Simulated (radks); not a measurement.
Task: Radial electron density D(r) = 4 pi r^2 rho(r) of an atom or ion with 40 electrons. Calculated with a radial shooting solver on a logarithmic mesh with Libxc functionals: scalar-relativistic Kohn-Sham, PBE, spin-polarised, spherical densities, finite nucleus; Fermi nuclear charge, rms radius of each element as measured or else 0.836 A^(1/3) + 0.57 fm.

```
   r/bohr * D(r) (the largest magnitude, 61.6, reaches the edge; | marks zero)
 0.001444 |*
 0.001681 | *
 0.001941 | *
 0.002242 |  *
  0.00261 |  *
 0.003014 |   *
 0.003481 |     *
  0.00402 |      *
  0.00468 |        *
 0.005405 |          *
 0.006242 |             *
 0.007267 |                *
 0.008393 |                   *
 0.009693 |                       *
  0.01128 |                           *
  0.01303 |                               *
  0.01505 |                                   *
  0.01738 |                                       *
  0.02023 |                                          *
  0.02337 |                                            *
  0.02699 |                                            *
  0.03142 |                                           *
  0.03628 |                                         *
   0.0419 |                                       *
  0.04878 |                                     *
  0.05634 |                                     *
  0.06506 |                                       *
  0.07514 |                                           *
  0.08748 |                                                *
    0.101 |                                                     *
   0.1167 |                                                      *
   0.1358 |                                                   *
   0.1569 |                                              *
   0.1812 |                                       *
   0.2109 |                                 *
   0.2436 |                                *
   0.2813 |                                   *
   0.3249 |                                      *
   0.3782 |                                        *
   0.4368 |                                    *
   0.5044 |                             *
   0.5872 |                    *
   0.6781 |             *
   0.7832 |         *
   0.9118 |        *
    1.053 |       *
    1.216 |       *
    1.404 |      *
    1.635 |    *
    1.888 |  *
    2.181 | *
    2.539 |*
    2.932 |*
    3.386 |*
    3.942 |*
    4.552 *
    5.257 *
    6.072 *
    7.068 *
    8.163 *
    9.427 *
    10.97 *
    12.67 *
```

What is the nuclear charge?

Result: Z = 40. The innermost maximum, from 1s, lies near gamma/Z bohr with gamma = sqrt(1 - (Z/c)^2) = 0.956, here 0.0239 bohr (found: 0.0261), and its height grows with Z. The density is that of neutral zirconium in [Kr] 4d2 5s2; the configuration itself is not fixed sharply by these data, and Z only to a few units. D(r) has 3 maxima, at r = 0.0261, 0.115, 0.366 bohr, and minima at 0.0528, 0.236 bohr, inside which lie 2.05, 11.09 electrons.
